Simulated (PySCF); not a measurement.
silole (C4H6Si), SMILES C1[SiH2]C=CC=1. The structure is a stationary point at PBE-D3(BJ)/def2-SVP.

Computed with PySCF 2.14.0 with PBE-D3(BJ)/def2-SVP.

Harmonic wavenumbers (cm⁻¹): 234, 370, 482, 521, 609, 653, 672, 704, 733, 735, 852, 896, 943, 962, 967, 1060, 1067, 1247, 1312, 1513, 1581, 2154, 2154, 3079, 3092, 3151, 3152. Rotational constants (GHz): 6.613, 4.852, 2.895; symmetry number 2.

**Question.** Work out the zero-point energy and the ideal-gas rigid-rotor harmonic-oscillator thermochemistry at 298.15 K and 1 atm.

**Answer.** ZPE = ½ Σ hcν = ½ × 34897 cm⁻¹ = 208.73 kJ/mol. H − E(el) = 224.84 kJ/mol. Entropy in J/(mol K): translation 163.73, rotation 101.56, vibration 29.65, total 294.94. G − E(el) = 136.90 kJ/mol. Cp = 93.60 J/(mol K).
